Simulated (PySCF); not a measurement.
3,4-dimethyl-1-pentene, C₇H₁₄.
Atom-mapped SMILES: `[CH2:1]=[CH:2][C@@H:3]([CH3:4])[CH:5]([CH3:6])[CH3:7]` (hydrogens: H8, H9 on C1; H10 on C2; H11 on C3; H12, H13, H14 on C4; H15 on C5; H16, H17, H18 on C6; H19, H20, H21 on C7)

Structure used (PBE0-D3(BJ)/def2-SVP), in Å, numbered top down from 1:
```xyz
21
C7H14 angstrom
C      1.9717   -0.8104    1.3436
C      1.3274   -0.7254    0.1786
C      0.5040    0.4441   -0.2800
C      0.9599    0.9122   -1.6612
C     -1.0171    0.1522   -0.2347
C     -1.4314   -1.0525   -1.0745
C     -1.5108    0.0066    1.1993
H      1.9408    0.0081    2.0706
H      2.5550   -1.6946    1.6145
H      1.3961   -1.5683   -0.5214
H      0.6803    1.2710    0.4305
H      0.3609    1.7701   -2.0047
H      2.0163    1.2190   -1.6427
H      0.8636    0.1139   -2.4139
H     -1.5037    1.0449   -0.6691
H     -1.0193   -1.9877   -0.6633
H     -1.0992   -0.9670   -2.1200
H     -2.5272   -1.1568   -1.0854
H     -1.2732    0.8993    1.7990
H     -1.0414   -0.8594    1.6923
H     -2.6019   -0.1385    1.2291
```

Theory: PySCF 2.14.0, PBE0-D3(BJ)/def2-SVP geometry optimisation, gas phase.

Take the most abundant isotopes and a rigid rotor. The values belong to one conformer with, in the numbering `[CH2:1]=[CH:2][C@@H:3]([CH3:4])[CH:5]([CH3:6])[CH3:7]`, C1–C2–C3–C4 127°, C2–C3–C5–C6 -58°.

Question: Give the principal moments of inertia and the rotational constants in MHz.

Answer: Ia = 176.27, Ib = 236.50, Ic = 314.84 u·Å²; 505379 MHz·u·Å²/I gives A = 2867, B = 2137, C = 1605 MHz.

Question: Classify the top.

Answer: An asymmetric top: κ = (2 × 2137 − 2867 − 1605)/(2867 − 1605) = -0.16.

Question: What does the inertial defect say?

Answer: Not planar: Δ = Ic − Ia − Ib = -97.93 u·Å². For a rigid frame Δ = −2 Σ m c², so Σ m c² = 48.97 u·Å² lies off the ab plane: 19.42 from hydrogen and 29.54 from heavier atoms. The atom farthest from that plane is 1.86 Å away.

Question: Give the other two planar moments, Paa and Pbb, and the rms extents of the mass along the axes.

Answer: Paa = Σ m a² = (Ib + Ic − Ia)/2 = 187.53 and Pbb = Σ m b² = (Ia + Ic − Ib)/2 = 127.31 u·Å². With the mass M = 98.11 u, the rms extents √(P/M) along a, b and c are 1.38, 1.14, 0.71 Å.

Question: List the rotational levels J(Ka,Kc) to J = 2 (K).

Answer: Above 0(0,0), as E/k:
J = 1: 1(0,1) 0.180, 1(1,1) 0.215, 1(1,0) 0.240
J = 2: 2(0,2) 0.529, 2(1,2) 0.548, 2(1,1) 0.625, 2(2,1) 0.730, 2(2,0) 0.740
The levels of one J sum to (2J + 1)J(J + 1)(A + B + C)/3.

Question: Predict some low-J microwave lines.

Answer: The dipole components are |μa| = 0.24 D, |μb| = 0.20 D, |μc| = 0.07 D. Intensities carry the squares of the components, which stand as 1.00 : 0.70 : 0.07 (a : b : c). Some lines, for components of 0.1 D or more:

```csv
type,branch,"J(Ka,Kc)",MHz,lower level (cm⁻¹)
a,Q,"4(3,1) ← 4(3,2)",333,1.561
a,Q,"5(3,2) ← 5(3,3)",1095,2.196
b,Q,"2(1,1) ← 2(0,2)",1996,0.368
b,Q,"5(3,2) ← 5(2,3)",3565,2.113
b,Q,"3(2,2) ← 3(1,3)",4693,0.725
b,Q,"4(4,0) ← 4(3,1)",6409,1.572
b,Q,"5(1,4) ← 5(0,5)",6896,1.741
a,R,"2(0,2) ← 1(0,1)",7282,0.125
b,Q,"5(5,0) ← 5(4,1)",8465,2.427
b,Q,"5(5,1) ← 5(4,2)",8558,2.424
a,R,"4(1,4) ← 3(1,3)",13611,0.725
a,R,"4(0,4) ← 3(0,3)",13720,0.720
a,R,"4(3,2) ← 3(3,1)",15263,1.052
a,R,"4(1,3) ← 3(1,2)",15458,0.830
a,R,"4(2,2) ← 3(2,1)",16043,0.911
a,R,"5(3,3) ← 4(3,2)",19034,1.561
b,R,"5(2,4) ← 4(1,3)",19169,1.346
a,R,"5(2,3) ← 4(2,2)",19999,1.446
b,R,"4(3,1) ← 3(2,2)",20685,0.882
b,R,"4(2,2) ← 3(1,3)",21609,0.725
b,R,"4(4,0) ← 3(3,1)",22005,1.052
b,R,"5(3,3) ← 4(2,2)",22470,1.446
b,R,"5(4,1) ← 4(3,2)",25981,1.561
b,R,"5(5,1) ← 4(4,0)",27702,1.786
```

No frequency check. Zero-point vibration and centrifugal distortion are left out. A rigid rotor knows nothing of internal rotation, which can split or shift real lines.
